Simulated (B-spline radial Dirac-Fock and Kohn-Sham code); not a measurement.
Dipole and non-dipole photoemission parameters of Lu 3s

System: the Lu atom in the configuration [Xe] 4f14 5d1 6s2; threshold 2491.0 eV (tabulated edge). Model: Dirac-Hartree-Slater photoionisation with a Latter tail; cross sections with all multipoles, angular parameters from the dipole term and its interference with E2. Program: a B-spline atomic structure program.

```
hν (eV)  σ (kb)      β       γ
   2950    26.2  1.931   0.989
   4000    16.8  1.945   0.442
   4450    14.1  1.948   0.301
   4930    11.9  1.951   0.183
   6000    8.54  1.955   0.006
   6770    6.91  1.957  -0.073
   7950       ?      ?       ?
 9251.7    3.88  1.961  -0.158
```

Question: Give the values at 7950 eV.

Answer: σ = 5.16 kb, β = 1.959, γ = -0.139. For an s subshell δ is negligible.

Values without a named source are computed, but for edge energies of neutral atoms, which are taken from tables.
